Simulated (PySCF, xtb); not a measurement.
F₃GeH₃Si, SMILES F[Si](F)(F)[GeH3].

GFN2-xTB (xtb) at its own geometry gives an orbital gap of 6.35 eV and a dipole moment of 2.30 D.

The structure is a stationary point at ωB97X-D3(BJ)/def2-SVP. This is a generated structure with no PubChem entry under its InChIKey; it may be hypothetical.

What does PySCF with PBE/def2-TZVP give? (The exact figures need the calculation; the answer reports its results.)

gap 7.10 eV (levels -8.09 and -0.99 eV), dipole 2.11 D.
